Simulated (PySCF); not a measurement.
Species: C₇H₁₄Si₂.
SMILES with atom numbers: `[SiH3:1][C:2]#[C:3][SiH2:4][CH:5]1[CH2:6][CH2:7][CH2:8][CH2:9]1` (hydrogens: H10, H11, H12 on Si1; H13, H14 on Si4; H15 on C5; H16, H17 on C6; H18, H19 on C7; H20, H21 on C8; H22, H23 on C9)

Computed, not measured: PBE0-D3(BJ)/def2-SVP geometry optimisation, gas phase (PySCF 2.14.0).

(1) Give the optimised bond lengths and angles.

Answers

(1) 
| bond | length (Å) | order |
| --- | --- | --- |
| Si1–C2 | 1.834 | single |
| C2≡C3 | 1.225 | triple |
| C3–Si4 | 1.843 | single |
| Si4–C5 | 1.882 | single |
| C5–C6 | 1.534 | single |
| C6–C7 | 1.527 | single |
| C7–C8 | 1.536 | single |
| C8–C9 | 1.549 | single |
| C5–C9 | 1.543 | single |
| Si1–H10, Si1–H11, Si1–H12 | 1.492 | single |
| Si4–H13, Si4–H14 | 1.494 | single |
| C5–H15 | 1.106 | single |
| C6–H16, C9–H22 | 1.104 | single |
| C6–H17, C9–H23 | 1.101 | single |
| C7–H18, C8–H20 | 1.101 | single |
| C7–H19, C8–H21 | 1.101 | single |

Bonds in one row agree within 0.01 Å and their mean is given. Orders are formal, as drawn. A selection of angles:
| angle | degrees |
| --- | --- |
| C2–Si1–H10 | 109.5 |
| H10–Si1–H11 | 109.5 |
| Si1–C2–C3 | 179.5 |
| C2–C3–Si4 | 176.5 |
| C3–Si4–C5 | 108.3 |
| C3–Si4–H13 | 108.4 |
| C5–Si4–H13 | 111.4 |
| H13–Si4–H14 | 108.8 |
| Si4–C5–C6 | 114.8 |
| Si4–C5–C9 | 114.4 |
| Si4–C5–H15 | 106.6 |
| C6–C5–C9 | 103.6 |
| C6–C5–H15 | 108.1 |
| C9–C5–H15 | 109.0 |
| C5–C6–C7 | 102.8 |
| C5–C6–H16 | 109.9 |
| C5–C6–H17 | 113.2 |
| C7–C6–H16 | 110.0 |
| C7–C6–H17 | 113.5 |
| H16–C6–H17 | 107.3 |
| C6–C7–C8 | 104.4 |
| C6–C7–H18 | 109.1 |
| C6–C7–H19 | 113.2 |
| C8–C7–H18 | 110.2 |
| C8–C7–H19 | 113.0 |
| H18–C7–H19 | 107.0 |
| C7–C8–C9 | 106.0 |
| C7–C8–H20 | 111.8 |
| C7–C8–H21 | 110.4 |
| C9–C8–H20 | 112.2 |
| C9–C8–H21 | 110.1 |
| H20–C8–H21 | 106.4 |
| C5–C9–C8 | 105.8 |
| C5–C9–H23 | 111.5 |
| H22–C9–H23 | 106.5 |

Dihedral angles: C3–Si4–C5–C6 -60° (synclinal); Si4–C5–C6–C7 166° (antiperiplanar); C5–C6–C7–C8 -40° (synclinal); C6–C7–C8–C9 23° (synperiplanar); C7–C8–C9–C5 2° (synperiplanar); Si4–C5–C9–C8 -152° (antiperiplanar). The mirror-image conformer, all signs reversed, is as good.

Si4 (SiH2 silicon) is tetrahedral (angles from 108.3° to 111.4°). The C–C distances run from 1.225 Å (C2≡C3, drawn triple) to 1.549 Å (C8–C9, drawn single), a spread of 0.324 Å. Si1 (SiH3 silicon) is tetrahedral (angles from 109.3° to 109.6°). Of the pairs four or more bonds apart, C3···H22 is among the closest relative to their van der Waals radii: 2.92 Å, 101 % of the sum of Bondi's values. The C–Si distances run from 1.834 Å (Si1–C2, drawn single) to 1.882 Å (Si4–C5, drawn single), a spread of 0.048 Å. The 5-membered ring C5–C6–C7–C8–C9 has internal angles of 102.8° to 106.0° (sum 523°, against 540° for a flat polygon); it is puckered, 0.18 Å rms from its mean plane, widest ring torsion 41°.

Point group: C1 (no symmetry element, even within 0.4 Å). No PBE0-D3(BJ)/def2-SVP frequencies stand behind this structure, so it isn't proved a minimum. One conformer, not necessarily the lowest.

On one thread of an Arm Neoverse N1, shared host with 64 logical CPUs at a one-minute load of 59, this took 3.4 min wall and 0.88 GiB of memory at its peak. This is the geometry optimisation.
